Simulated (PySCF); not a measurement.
A structure optimised at PBE0-D3(BJ)/def2-TZVPD, used in a PySCF frequency run:

```xyz
2

P      0.0000     0.0000    -0.0892
H      0.0000     0.0000     1.3386
```
Charge 0, spin multiplicity 3.

Write its SMILES, formula and point group.

[PH], HP, C∞v

What are its rotational constants (standard atomic weights)?

253.92 GHz (linear rotor, B only)
